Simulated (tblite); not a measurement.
A tight-binding relaxation on `CC[SiH2][GeH2][O][GeH3]`.

Computed with GFN2-xTB geometry optimisation, gas phase (tblite 0.8.0). Start geometry: from a force field or distance geometry. The input is one job of a driver script: a line of settings, then coordinates in Å.

Command:
```bash
OMP_NUM_THREADS=1 python probes_run.py task.json out
```

Input:
```
{"job": {"kind": "relax", "xc": "GFN2-xTB", "basis": "xTB"}, "charge": 0, "multiplicity": 1}
C     -1.742000    -1.308400    -0.627100
C     -2.319300     0.075200    -0.409000
Si    -1.098000     1.256100     0.353400
Ge     0.944200     1.264400    -0.704100
O      2.217700     0.710800     0.424200
Ge     3.100100    -0.720600    -0.163400
H     -2.633500    -1.973300    -0.758100
H     -1.155900    -1.672100     0.255100
H     -1.129400    -1.295200    -1.542600
H     -3.223200     0.016100     0.255700
H     -2.653400     0.439500    -1.403300
H     -1.672900     2.610800     0.142800
H     -0.940200     1.081300     1.810300
H      1.249200     2.694700    -1.223200
H      0.931400     0.352000    -1.958500
H      4.221600    -1.131400     0.830300
H      2.136800    -1.913200    -0.269400
H      3.758000    -0.480300    -1.554400
```

Output:
```
step      E/eV     max force
  0    -546.01306    1.334
  1    -546.13098    0.802
  2    -546.22245    0.679
  3    -546.27006    0.592
  4    -546.31200    0.350
  5    -546.33317    0.309
  6    -546.35429    0.417
  7    -546.36933    0.306
  8    -546.38140    0.263
  9    -546.39170    0.226
... (178 lines left out)
188    -546.61059    0.044
189    -546.61079    0.040
190    -546.61096    0.030
191    -546.61108    0.028
192    -546.61117    0.026
193    -546.61126    0.027
194    -546.61135    0.017
195    -546.61140    0.015
196    -546.61143    0.013
197    -546.61144    0.008
```

«max force» is the largest atomic force in eV/Å.

Task: From which step on does the largest force stay under 0.1 eV/Å, and how much energy is left to gain from there?

Result: From step 108 (0.077 eV/Å), 24.8 meV above the end.

Main results: energy lowered by 13.8 kcal/mol over 197 steps; largest atomic force 0.008 eV/Å at the end.

Task: Where do the atoms end?

Result: 0.801 Å rms from the input after alignment:
```
atom  x, y, z in Å
C1    -1.5677   -1.3014   -0.7231
C2    -2.1775   -0.0022   -0.2065
Si3   -0.8412    1.1996    0.4301
Ge4    0.7606    1.5067   -1.2707
O5     2.1401    0.4077   -1.0235
Ge6    2.7062   -0.8305    0.0323
H7    -2.3354   -1.9639   -1.1197
H8    -1.0455   -1.8254    0.0761
H9    -0.8521   -1.0974   -1.5215
H10   -2.8952   -0.2277    0.5835
H11   -2.7407    0.4728   -1.0131
H12   -1.4476    2.4886    0.7830
H13   -0.1951    0.6344    1.6262
H14    1.4844    2.8422   -1.3854
H15    0.3993    1.1766   -2.7174
H16    2.8764   -0.2641    1.4167
H17    1.7128   -1.9615    0.0620
H18    4.0095   -1.2483   -0.5700
```

Task: Estimate the wall time. Hardware: one thread, Arm Neoverse N1 (aarch64), shared host with 64 logical CPUs at a one-minute load of 62.

Result: About 2.8 s.
Labels such as C1 count atoms from 1, the log's own numbers from 0.
